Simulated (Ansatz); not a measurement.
# Match the barriers

Saddle point of CH6SZn, closed shell (CH₄Zn ([CH3][ZnH]) + H₂S → CH₄SZn ([CH3][Zn][SH]) + H₂; bonds formed: Zn1–S5, H2–H4; bonds broken: Zn1–H2, H4–S5), PBE0-D4/def2-TZVP structure:

Zn1  (0.068, -0.212, 0.345)
H2  (0.594, -0.270, 1.982)
C3  (0.081, -1.018, -1.423)
H4  (-0.031, 0.634, 1.979)
S5  (-1.005, 1.818, 1.365)
H6  (-0.888, -1.483, -1.617)
H7  (0.246, -0.247, -2.178)
H8  (0.859, -1.777, -1.513)
H9  (0.076, 2.556, 1.060)
(Å)

Program: Ansatz 0.2.0. Basis: def2-TZVPP, with def2-QZVPP for the basis limit. Cores are frozen in the correlated methods. The 3s and 3p shells of Cu and Zn are frozen; filled d shells are correlated. Extrapolation: Hartree–Fock as exp(−7.88 √X), correlation as X^−2.97. Four methods, as single points on the PBE0-D4 structures, gave these electronic barriers from the start structure: 14.58, 17.29, 22.03, 29.37 kcal/mol.

Question: The methods were, in alphabetical order, BHLYP-D4, BLYP-D4, HF, r2SCAN-D4. Which gave which? (Judge from chemistry; the calculation decides.)

Answer: The calculation gives: r2SCAN-D4 14.58; BLYP-D4 17.29; BHLYP-D4 22.03; HF 29.37 kcal/mol. For comparison, CCSD(T) at an estimated basis limit (MP2 extrapolated from triple and quadruple zeta, plus CCSD(T) − MP2 in triple zeta) gives 19.14 kcal/mol.

T1 diagnostic: at most 0.014.

Exchanges of this kind with a chalcogen hydride build sulfide and selenide films.

Labels in which every atom is bracketed show which atoms are joined, not bond orders.

For scale, one of the runs: CCSD(T)/def2-TZVPP, 221 basis functions, launched by `ansatz run in.yaml --threads 4 --pin off --events-out ev --progress --plain --max-ram 9574MiB`. Time: 80 s of wall clock on 4 CPU threads of an Intel Xeon; the host was shared. Peak host memory: 3.2 GiB.
